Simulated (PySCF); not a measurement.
The PySCF input:
```python
from pyscf import gto, scf, dft

mol = gto.Mole()
mol.atom = '''
    B     0.84530595    0.21810628    0.57146766
    C    -0.03217182   -0.50111286   -0.60584209
    F    -1.32937178   -0.14524536   -0.66432988
    F    -0.02789515   -1.84737890   -0.48205832
    F     0.47253304   -0.24537627   -1.83370394
    Cl    0.11491189    1.30188810    1.58557336
    H     1.97560398   -0.07394710    0.64379633
'''
mol.basis = 'pcseg-0'
mol.verbose = 4
mol.max_memory = 1800
mol.build()

mf = dft.RKS(mol)
mf.xc = 'pbe'
mf = mf.density_fit(auxbasis='def2-universal-jkfit')
mf.kernel()
```

What does this run give for the nuclear repulsion energy, Mulliken (on the basis functions themselves) charges in atom order, number of basis functions, HOMO-LUMO gap, HOMO energy, total energy?


```
Quantity                                                                                                                         Value
------------------------------------------------------------------  ------------------------------------------------------------------
nuclear repulsion energy                                                                                                   289.1798 Eh
Mulliken (on the basis functions themselves) charges in atom order  B1 0.26, C2 0.57, F3 -0.30, F4 -0.29, F5 -0.29, Cl6 -0.07, H7 0.10
number of basis functions                                                                                                           60
HOMO-LUMO gap                                                                                                                  4.35 eV
HOMO energy                                                                                                                   -7.87 eV
total energy                                                                                                              -821.1800 Eh
```
